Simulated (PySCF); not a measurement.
Zn²⁺: excitation energy

Zn²⁺ [Ar] 3d10 (1S) → Zn²⁺ [Ar] 3d9 4p1 (high-spin determinant), as a difference of total energies. All numbers are calculated (PySCF 2.14, scalar relativity by spin-free X2C-1e, in x2c-TZVPPall). Correlated levels: valence: [Ar] frozen; valence and next inner shell: [Ne] frozen. The calculations carry no spin-orbit coupling.

```tsv
method	excitation energy (cm⁻¹)
UHF	123340
LDA	139430
PBE	135270
PBE0	134180
r2SCAN	133060
HSE06	133810
r2SCAN0	132510
B2PLYP	136320
M06-L	136220
MP2 (valence)	142680
SCS-MP2 (valence)	140860
MP2 (valence and next inner shell)	146380
SCS-MP2 (valence and next inner shell)	143710
```

A first-order spin-orbit estimate (lowest level to lowest level, LS coupling) adds -0.082 eV.

The basis was made for the ground configuration and has no added diffuse functions, so the excitation energy can come out too high.

The determinant of the upper state mixes LS terms, which raises its energy above the lowest term, most at the Hartree-Fock and MP2 levels.
